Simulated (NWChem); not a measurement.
A series in which one site is exchanged, each optimised at PBE0/def2-SVP with NWChem, gas phase unless a solvent is named. For some, no frequency run checked for a minimum. def2 effective core potentials on Cd, I, Hg; no spin-orbit coupling.

A: [I][Zn][I] (ZnI₂; site = Zn)
B: [I][Cd][I] (CdI2; site = Cd)
C: I[Se]I (SeI₂; site = Se)
D: [Hg]([I])[I] (HgI2; site = Hg)

Task: Rank them by lowest singlet excitation, CAM-B3LYP/def2-SVPD, TDA (eV), lowest first.

Result: C (1.96), D (3.86), B (4.27), A (4.77)
